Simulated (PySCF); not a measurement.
Fractional electron number in Mo (molybdenum, neutral)

The 5s alpha orbital of [Kr] 4d5 5s1 is emptied in steps (occupation f), with all orbitals relaxed, ending at [Kr] 4d5. All numbers are calculated (PySCF 2.14, scalar relativity through the core potential, in def2-TZVP with the def2 core potential (28 electrons)). The exact energy is a straight line in f; departures are measured from the line between the end points of the same method.

```tsv
f	M06-2X (eV)
1	0.000
0.75	-0.211
0.5	-0.283
0.25	-0.205
0	0.000
```

```tsv
method	E(f=0) − E(f=1) (eV)	−ε at f=1 (eV)	−ε at f=0.5 (eV)
M06-2X	7.010	5.922	7.027
```

Orbital energy along the path (eV):

```
   f  M06-2X
   1  -5.922
0.75  -6.427
 0.5  -7.027
0.25  -7.602
   0  -8.039
```

Reference removal energy between the ground levels: 7.092 eV (measured; NIST Atomic Spectra Database, ionization energies).
